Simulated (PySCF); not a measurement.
Molfile (atoms numbered from 1):
```
C9H12FN
     RDKit          3D

 23 24  0  0  0  0  0  0  0  0999 V2000
    2.9529    2.1041   -0.9364 N   0  0  0  0  0  0  0  0  0  0  0  0
    2.2361    1.3836   -0.4137 C   0  0  0  0  0  0  0  0  0  0  0  0
    1.3676    0.4501    0.2642 C   0  0  2  0  0  0  0  0  0  0  0  0
    1.1767   -0.8322   -0.5713 C   0  0  0  0  0  0  0  0  0  0  0  0
   -0.2808   -1.2812   -0.4556 C   0  0  1  0  0  0  0  0  0  0  0  0
   -0.6931   -1.3024    1.0187 C   0  0  0  0  0  0  0  0  0  0  0  0
   -0.7327    0.1382    1.5564 C   0  0  0  0  0  0  0  0  0  0  0  0
   -0.0124    1.0611    0.5713 C   0  0  2  0  0  0  0  0  0  0  0  0
   -0.8615    1.1325   -0.6997 C   0  0  1  0  0  0  0  0  0  0  0  0
   -0.1985    1.8495   -1.6773 F   0  0  0  0  0  0  0  0  0  0  0  0
   -1.1628   -0.2826   -1.2050 C   0  0  0  0  0  0  0  0  0  0  0  0
    1.8486    0.2143    1.2219 H   0  0  0  0  0  0  0  0  0  0  0  0
    1.8503   -1.6149   -0.2194 H   0  0  0  0  0  0  0  0  0  0  0  0
    1.4142   -0.6332   -1.6185 H   0  0  0  0  0  0  0  0  0  0  0  0
   -0.3946   -2.2777   -0.8910 H   0  0  0  0  0  0  0  0  0  0  0  0
   -1.6710   -1.7737    1.1245 H   0  0  0  0  0  0  0  0  0  0  0  0
    0.0227   -1.9043    1.5810 H   0  0  0  0  0  0  0  0  0  0  0  0
   -1.7636    0.4776    1.6716 H   0  0  0  0  0  0  0  0  0  0  0  0
   -0.2560    0.1981    2.5358 H   0  0  0  0  0  0  0  0  0  0  0  0
    0.1093    2.0646    0.9894 H   0  0  0  0  0  0  0  0  0  0  0  0
   -1.7824    1.6980   -0.5081 H   0  0  0  0  0  0  0  0  0  0  0  0
   -0.9584   -0.3193   -2.2760 H   0  0  0  0  0  0  0  0  0  0  0  0
   -2.2155   -0.5233   -1.0527 H   0  0  0  0  0  0  0  0  0  0  0  0
  1  2  3  0
  2  3  1  0
  3  4  1  0
  4  5  1  0
  5  6  1  0
  6  7  1  0
  7  8  1  0
  8  9  1  0
  9 10  1  0
  9 11  1  0
  8  3  1  0
 11  5  1  0
  3 12  1  1
  4 13  1  0
  4 14  1  0
  5 15  1  6
  6 16  1  0
  6 17  1  0
  7 18  1  0
  7 19  1  0
  8 20  1  1
  9 21  1  1
 11 22  1  0
 11 23  1  0
M  END
```

Gas phase, one conformer, non-relativistic Hamiltonian. Structure optimised with GFN2-xTB; PBE0/pcSseg-1 with gauge-including orbitals; PySCF 2.14.

Scale: TMS for $^{13}$C (σref 186.93) (reference shieldings calculated alike).

Task: Do the $^{13}$C shifts follow the atomic charges (in e)? Tabulate both.

Result: 
```tsv
atoms	hybridisation	δ (ppm)	σ para (ppm)	Hirshfeld	IAO	Mulliken	ESP-fitted
C2	sp	127.1	-198	+0.08	+0.14	+0.17	+0.18
C9	sp3	92.0	-147	+0.07	+0.17	+0.26	+0.36
C11	sp3	38.5	-99	-0.08	-0.29	-0.12	-0.39
C8	sp3	35.7	-96	-0.03	-0.12	-0.32	-0.15
C4	sp3	33.5	-92	-0.06	-0.26	-0.04	-0.36
C5	sp3	26.7	-85	-0.02	-0.11	-0.38	+0.30
C6	sp3	25.1	-85	-0.07	-0.27	-0.14	-0.20
C7	sp3	23.8	-83	-0.07	-0.27	-0.13	-0.10
C3	sp3	22.9	-84	-0.00	-0.15	-0.28	+0.28
```

Correlation coefficients of δ with charge over these carbons: Hirshfeld +0.86, IAO +0.86, Mulliken +0.81, ESP-fitted +0.39; with the paramagnetic shielding -1.00. Among the 8 sp3 carbons alone: Hirshfeld +0.76, IAO +0.83, Mulliken +0.82, ESP-fitted +0.36. With so few points, grouped by hybridisation, these coefficients are fragile. Charge is one influence among several: hybridisation and low-lying excitations act through the paramagnetic term.

Shifts are as computed. Against solution values, carbons near 30 ppm lie about +3 ppm off and those near 130 ppm about +5 ppm. Of 1211 compounds with measured shifts, 218 miss one by over three times the rms of a fit or turn the order of signals round; such compounds aren't used in these exercises.
